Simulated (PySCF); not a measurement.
How methods differ on the excitation energy of Se+

Se+ [Ar] 3d10 4s2 4p3 (4S) → Se+ [Ar] 3d10 4s2 4p2 5s1 (4P), as a difference of total energies. Computed with PySCF 2.14 in aug-cc-pVTZ-PP with one added diffuse shell each of s, d, f type with ECP10MDF (7s5p5d3f, 68 functions), with a scalar-relativistic core potential. Correlated levels: valence: 3s2 3p6 3d10 frozen. The calculations carry no spin-orbit coupling.

```tsv
method	excitation energy (eV)
UHF	11.855
MP2 (valence)	12.030
SCS-MP2 (valence)	11.980
CCSD (valence)	11.972
CCSD(T) (valence)	11.972
```

Problem. How much does correlation contribute at CCSD(T) (valence)?

Solution. 11.972 − (11.855) = 0.117 eV, measured against UHF.

Errors of the correlated levels include the incompleteness of this basis and the frozen core.

For comparison: 12.084 eV (measured; NIST levels, between the centres of gravity of the two terms).
